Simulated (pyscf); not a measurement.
Single points on ωB97X-D3(BJ)/def2-SVP structures (PySCF, gas phase). Singlets are restricted, triplets unrestricted.

Singlet (Å):
```xyz
7

Ga     0.1259     1.6097     0.9276
Si    -0.0417     0.0782    -1.0488
As    -1.0140    -1.3864     0.5747
H     -1.0824     0.1875    -2.1206
H      1.1058    -0.7152    -1.5935
H      0.1784    -1.2602     1.5228
H     -1.7460    -0.2574     1.3143
```

Triplet (Å):
```xyz
7

Ga    -0.2324    -1.4772     1.1459
Si    -0.4980    -0.2450    -0.9083
As     0.6698     1.4829     0.2128
H     -1.8860     0.1384    -1.3042
H      0.2226    -0.7595    -2.1109
H     -0.3087     2.5711    -0.1898
H      1.6154     1.7586    -0.9420
```

For these two minima of Ga–SiH₂–AsH₂, which spin state lies lower at ωB97X-D3(BJ)/def2-TZVP, and by how much (electronic energies)?

The singlet, by 39.5 kcal/mol. Zero-point energy shifts E(triplet) − E(singlet) by +0.5 kcal/mol. The 7 functionals that were run give +32.7 (r²SCAN) to +39.9 kcal/mol (ωB97M-D3(BJ)). Ga–SiH₂–AsH₂ [singlet] lies 17.6 kcal/mol over its isomer H₃Si–AsH–Ga [singlet], and others may lie lower still (electronic energy, ωB97M-D3(BJ)). 

E(triplet) − E(singlet) by level (kcal/mol):

```tsv
level	gap
ωB97X-D3(BJ)/def2-TZVP	+39.5
PBE/def2-TZVP	+36.8
r²SCAN/def2-TZVP	+32.7
B3LYP-D3(BJ)/def2-TZVP	+38.9
PBE0-D3(BJ)/def2-TZVP	+35.4
M06-2X/def2-TZVP	+34.4
ωB97M-D3(BJ)/def2-TZVP	+39.9
HF/def2-TZVP	+22.7
```

The triplet is the lowest one reached from the SCF start used. Elements up to Kr have no core potential and no relativistic terms here.
